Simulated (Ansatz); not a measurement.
Program: Ansatz. Geometries: PBE0-D4/def2-TZVP. ΔE: electronic, gas phase. CCSD(T)/CBS adds triple-zeta CCSD(T) − MP2 to the extrapolated MP2 energy (def2 sets, frozen cores). This one scheme is used for every species. Functionals use def2-TZVPP. B3LYP here is the variant with VWN-RPA as its local correlation; programs differ in this. For Ge outer-core shells are correlated without core-valence functions, which leaves a few kJ/mol of doubt a bond. Scalar relativity is left out up to krypton. One conformer a species, not always the lowest.

`F[SiH](Cl)[NH][GeH2][Cl]` + `N=CS` → `S/C=[N]/[GeH2][Cl]` + `N[SiH](F)Cl`  (ligand exchange at a Ge–N bond)

`F[SiH](Cl)[NH][GeH2][Cl]`:

Z-matrix (Å, degrees):
```
Si
Cl 1 2.038
N 1 1.695 2 108.8
F 1 1.591 2 106.1 3 120.9
H 1 1.472 2 111.2 3 -123.5
Ge 3 1.831 1 129.6 2 22.3
H 3 1.010 1 116.1 2 -152.3
Cl 6 2.155 3 109.4 1 -89.7
H 6 1.531 3 108.1 1 154.8
H 6 1.526 3 109.6 1 28.0
```

`N=CS`:

```xyz
6

N     1.037   -0.115    0.274
C    -0.181   -0.344    0.045
S    -1.298    0.870   -0.529
H     1.509   -0.956    0.601
H    -0.683   -1.310    0.174
H    -0.384    1.855   -0.565
```

`S/C=[N]/[GeH2][Cl]`:

Cartesian coordinates in Å:
```
S 0.259 2.702 -0.842
C 0.359 1.115 -0.113
N -0.274 0.107 -0.528
Ge -0.061 -1.493 0.361
Cl -1.894 -1.878 1.417
H -0.618 2.335 -1.793
H 1.047 1.136 0.746
H 0.120 -2.617 -0.661
H 1.063 -1.405 1.413
```

`N[SiH](F)Cl`:

Cartesian coordinates in Å:
```
N -0.940 0.345 -0.384
Si 0.499 -0.158 0.335
F 1.774 0.714 -0.056
Cl 0.897 -2.049 -0.315
H -1.187 0.091 -1.325
H -1.439 1.157 -0.058
H 0.396 -0.099 1.802
```

Task: Is it downhill or uphill in electronic energy at CCSD(T)/CBS, and by how much? (Best estimate.)

Result: Ansatz gave: Uphill: ΔE = +0.11 eV.

Task: What do these levels give: r2SCAN-D4, PBE0-D4, r2SCAN, B3LYP, HF/def2-TZVPP, SCS-MP2/def2-TZVPP, CCSD/def2-TZVPP, CCSD(T)/def2-TZVPP, MP2/def2-QZVPP, SCS-MP2/def2-QZVPP, HF/CBS(def2), MP2/CBS(def2)? (Estimate.)

Result: Computed: r2SCAN-D4 0.06, PBE0-D4 0.08, r2SCAN 0.05, B3LYP 0.02, HF/def2-TZVPP 0.08, SCS-MP2/def2-TZVPP 0.09, CCSD/def2-TZVPP 0.12, CCSD(T)/def2-TZVPP 0.11, MP2/def2-QZVPP 0.07, SCS-MP2/def2-QZVPP 0.09, HF/CBS(def2) 0.08, MP2/CBS(def2) 0.07 eV.

Largest T1 diagnostic among the species: 0.014.

The D4 term adds +0.06 eV with B3LYP and +0.03 eV with PBE0; it sums over pairs of atoms, weighted by their polarisabilities, and B3LYP, whose exchange is more repulsive, gets the larger term.
